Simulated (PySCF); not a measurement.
CH₃FOSn, SMILES [F][Sn][O]C (connectivity only; charge and spin as stated), neutral, multiplicity 1. Coordinates come from a B3LYP-D3(BJ)/def2-SVP optimisation. The def2 effective core potentials stand for the cores of Sn; spin–orbit coupling is left out. The values are those of a single conformer.

Level of theory: B3LYP-D3(BJ)/def2-SVP (PySCF).

Harmonic wavenumbers (cm⁻¹): 125, 150, 157, 269, 528, 583, 1101, 1167, 1186, 1460, 1468, 1480, 2983, 3052, 3076. Rotational constants (GHz): 6.798, 3.029, 2.124; symmetry number 1.

Question: Work out the zero-point energy and the ideal-gas rigid-rotor harmonic-oscillator thermochemistry at 298.15 K and 1 atm.

Answer: ZPE = ½ Σ hcν = ½ × 18784 cm⁻¹ = 112.35 kJ/mol. H − E(el) = 129.82 kJ/mol. Entropy in J/(mol K): translation 172.71, rotation 110.46, vibration 46.67, total 329.84. G − E(el) = 31.48 kJ/mol. Cp = 77.96 J/(mol K). Modes under 150 cm⁻¹ make the vibrational entropy uncertain.
